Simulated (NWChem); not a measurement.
System: SiH$_{3}$Cl; SMILES [SiH3]Cl

The following NWChem deck was run.

```
start job
memory heap 200 mb stack 900 mb global 1100 mb
geometry units angstroms noautosym nocenter noautoz
  Si     0.000000     0.000000    -0.959954
  Cl     0.000000     0.000000     1.107816
  H     -0.787225    -1.168593    -1.442037
  H      1.405643    -0.097461    -1.442037
  H     -0.618418     1.266053    -1.442037
end
basis spherical
  Si library pcsseg-1
  Cl library pcsseg-1
  H library pcsseg-1
end
dft
  xc xpbe96 cpbe96
  iterations 150
end
property
  shielding 3 1 2 3
end
task dft property
```

Parts of the log:

```
             Northwest Computational Chemistry Package (NWChem) 7.3.0
             --------------------------------------------------------

                             Geometry "geometry" -> ""
                             -------------------------

 Output coordinates in angstroms (scale by  1.889725989 to convert to a.u.)

  No.       Tag          Charge          X              Y              Z
 ---- ---------------- ---------- -------------- -------------- --------------
    1 Si                  14.0000     0.00000000     0.00000000    -0.95995400
    2 Cl                  17.0000     0.00000000     0.00000000     1.10781600
    3 H                    1.0000    -0.78722500    -1.16859300    -1.44203700
    4 H                    1.0000     1.40564300    -0.09746100    -1.44203700
    5 H                    1.0000    -0.61841800     1.26605300    -1.44203700

 Effective nuclear repulsion energy (a.u.)      85.7469330851

  pbe96 is a nonlocal functional; adding pw91lda local functional.
                              NWChem Property Module
                              ----------------------

  itol2e modified to match energy
  convergence criterion.

                                 NWChem DFT Module
                                 -----------------

 Summary of "ao basis" -> "ao basis" (spherical)
 ------------------------------------------------------------------------------
       Tag                 Description            Shells   Functions and Types
 ---------------- ------------------------------  ------  ---------------------
 Si                         pcsseg-1                10       24   4s5p1d
 Cl                         pcsseg-1                10       24   4s5p1d
 H                          pcsseg-1                 3        5   2s1p

  itol2e modified to match energy
  convergence criterion.

            General Information
            -------------------
          SCF calculation type: DFT
          Wavefunction type:  closed shell.
          No. of atoms     :     5
          No. of electrons :    34
           Alpha electrons :    17
            Beta electrons :    17
          Charge           :     0
          Spin multiplicity:     1
          Use of symmetry is: off; symmetry adaption is: off
          Maximum number of iterations: 150
          AO basis - number of functions:    63
                     number of shells:    29
          Convergence on energy requested:  1.00D-07
          Convergence on density requested:  1.00D-05
          Convergence on gradient requested:  5.00D-04

[...]

          -----------------------------------------
          Chemical Shielding Tensors (GIAO, in ppm)
          -----------------------------------------

                                NWChem CPHF Module
                                ------------------

  scftype          =     RHF
  nclosed          =       17
  nopen            =        0
  variables        =      782
  # of vectors     =        3
  tolerance        = 0.10D-03
  level shift      = 0.00D+00
  max iterations   =       50
  max subspace     =       30

 SCF residual:    5.6120227832746374E-005

Iterative solution of linear equations
  No. of variables      782
  No. of equations        3
  Maximum subspace       30
        Iterations       50
       Convergence  1.0D-04

   iter   nsub   residual    time
   ----  ------  --------  ---------
     1      3    1.55D-05      18.0

      Atom:    1  Si
        Diamagnetic
    876.4871      0.0000     -0.0000
      0.0000    876.4871      0.0000
     -0.0000      0.0000    887.2982

        Paramagnetic
   -548.7055      0.0001      0.0000
      0.0001   -548.7055     -0.0001
      0.0000     -0.0001   -445.2033

        Total Shielding Tensor
    327.7816      0.0001      0.0000
      0.0001    327.7816     -0.0001
      0.0000     -0.0001    442.0949

           isotropic =     365.8860
          anisotropy =     114.3133

          Principal Components and Axis System
                 1           2           3
              442.0949    327.7817    327.7815

      1         0.0000      0.7583     -0.6519
      2        -0.0000      0.6519      0.7583
      3         1.0000      0.0000      0.0000

      Atom:    2  Cl
        Diamagnetic
   1145.9514     -0.0000     -0.0000
     -0.0000   1145.9514     -0.0000
     -0.0000     -0.0000   1154.1468

        Paramagnetic
   -105.0523      0.0001      0.0000
      0.0001   -105.0525     -0.0000
      0.0000     -0.0000   -158.8503

        Total Shielding Tensor
   1040.8991      0.0001      0.0000
      0.0001   1040.8990     -0.0000
      0.0000     -0.0000    995.2965

           isotropic =    1025.6982
          anisotropy =      22.8014

          Principal Components and Axis System
                 1           2           3
             1040.8991   1040.8990    995.2965

      1         0.9341     -0.3571     -0.0000
      2         0.3571      0.9341      0.0000
      3        -0.0000     -0.0000      1.0000

      Atom:    3  H
        Diamagnetic
     26.1070      5.6753      3.2045
      5.6753     30.7085      4.7568
      3.2045      4.7568     27.5509

        Paramagnetic
     -1.8550     -3.0920     -1.2111
     -3.0920     -4.3620     -1.7977
     -1.2111     -1.7977     -0.0594

        Total Shielding Tensor
     24.2520      2.5834      1.9934
      2.5834     26.3465      2.9591
      1.9934      2.9591     27.4915

           isotropic =      26.0300
          anisotropy =       8.0092

          Principal Components and Axis System
                 1           2           3
               31.3695     24.2089     22.5117

      1         0.4112     -0.3783      0.8294
      2         0.6103     -0.5615     -0.5587
      3         0.6771      0.7359      0.0000
```

Level: PBE/pcSseg-1, GIAO. The geometry was optimised at PBE0/def2-SVP. The printed shielding anisotropy is the first printed principal value minus the mean of the other two.
